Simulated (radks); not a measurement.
Values are calculated unless marked as measured or tabulated.
Task: The boron ion B+, [He] 2s2. Code: a radial shooting solver on a logarithmic mesh with Libxc functionals. Model: non-relativistic Kohn-Sham, exchange-only LDA, spin-polarised, spherical densities, point nucleus. Every spin shell is full or empty, so the densities are truly spherical. Functionals are evaluated on that one density, not self-consistently. Rank these exchange functionals by their error against the exact value of the orbitals, and give that value: LDA, PW91, AM05, EV93, TPSS, revTPSS, MS2, TASK.

Result: Exact: -3.44916 hartree. From best to worst, with 100 (|E| - |E exact|)/|E exact| (equal figures are ties): revTPSS +0.30, TPSS +0.50, MS2 +0.59, PW91 -0.61, TASK -2.49, EV93 +4.73, AM05 -10.20, LDA -12.95.
